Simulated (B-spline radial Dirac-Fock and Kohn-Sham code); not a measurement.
# Photoemission from Nb³⁺ at 2870 eV, detector at θ = 90°, φ = 0°

System: the Nb³⁺ ion, configuration 1s2 2s2 2p6 3s2 3p6 3d10 4s2 4p6 4d2. Calculated with a radial atomic solver, using Dirac-Hartree-Slater photoionisation with a Latter tail; cross sections with all multipoles, angular parameters from the dipole term and its interference with E2. Thresholds are orbital energies of the model. For linearly polarised light dσ/dΩ = σ/(4π) [1 + β P₂(cos θ) + (δ + γ cos²θ) sin θ cos φ], with θ from the polarisation vector and φ the angle between the beam and the projection of the electron momentum on the plane normal to the polarisation. The dipole factor is 1 + βP₂ and the non-dipole term is the rest of the bracket. Open shells are filled statistically over j.

```
subshell  threshold (eV)  σ (kb)     β      γ      δ  dipole factor  non-dipole term  dσ/dΩ (kb/sr)
      2s          2710.6    44.1  2.00   0.77  0.000          0.002            0.000            ≈ 0
   2p1/2          2500.9    78.8  1.29  -0.17  0.009          0.357           +0.009           2.30
   2p3/2          2403.1     148  1.35  -0.13  0.015          0.326           +0.015           4.02
      3s           489.9    9.38  2.00  -0.08  0.000          0.002            0.000            ≈ 0
   3p1/2           409.2    9.43  1.53   0.38  0.014          0.234           +0.014          0.186
   3p3/2           393.1    17.7  1.57   0.40  0.016          0.216           +0.016          0.328
   3d3/2           248.7    5.29  1.04   0.78  0.122          0.482           +0.122          0.254
   3d5/2           245.6    7.58  1.01   0.78  0.126          0.497           +0.126          0.376
      4s           96.06    1.66  2.00  -0.06  0.000          0.002            0.000            ≈ 0
   4p1/2           72.76    1.36  1.53   0.43  0.013          0.235           +0.013         0.0268
   4p3/2           70.40    2.54  1.57   0.45  0.015          0.217           +0.015         0.0470
   4d3/2           35.81  0.0935  1.02   0.79  0.118          0.490           +0.118        0.00452
   4d5/2           35.55   0.134  0.99   0.78  0.122          0.506           +0.122        0.00669
```
